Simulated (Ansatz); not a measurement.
Cu2O2, relaxed as a singlet with RKS PBE0-D4/def2-SVP in Ansatz, starting from the GFN2-xTB geometry. Force threshold 0.02 eV/Å.

The structure holds 1 bond(s) between oxygen atoms. No other spin state of charge 0 was run. Another isomer (singlet) lies 1.23 eV lower at PBE0-D4/def2-TZVP; other spin states weren't run for this one.

Start:

```xyz
4

Cu   -1.609   -0.280   -0.298
Cu    0.565   -0.206   -0.903
O     1.183   -0.020    0.719
O    -0.138    0.506    0.482
```

(1) Estimate the energy that the relaxation releases and the steps that it takes.

(2) Does the start keep its bonding?

(3) Predict the relaxed structure.

Answers

(1) 107.5 kJ/mol, in 14 steps; 23 s on 4 threads of Arm Neoverse V2 on a shared host. The force fell under the threshold at step 12, but the optimiser went on. No frequencies were taken in this run, so the end may be a saddle point.

(2) Bonds lost: Cu2–O4 (atoms count from 1). Metal–metal contacts that move far: Cu1–Cu2 2.26 to 3.85 Å.

(3) 
| atom | x (Å) | y (Å) | z (Å) |
| --- | --- | --- | --- |
| Cu1 | -1.895 | -0.277 | 0.474 |
| Cu2 | 1.564 | -0.096 | -1.199 |
| O3 | 0.687 | -0.286 | 0.369 |
| O4 | -0.356 | 0.660 | 0.356 |
Bond lengths (bridged metal pairs left out): 2 × Cu–O 1.81 Å; 1 × O–O 1.41 Å.
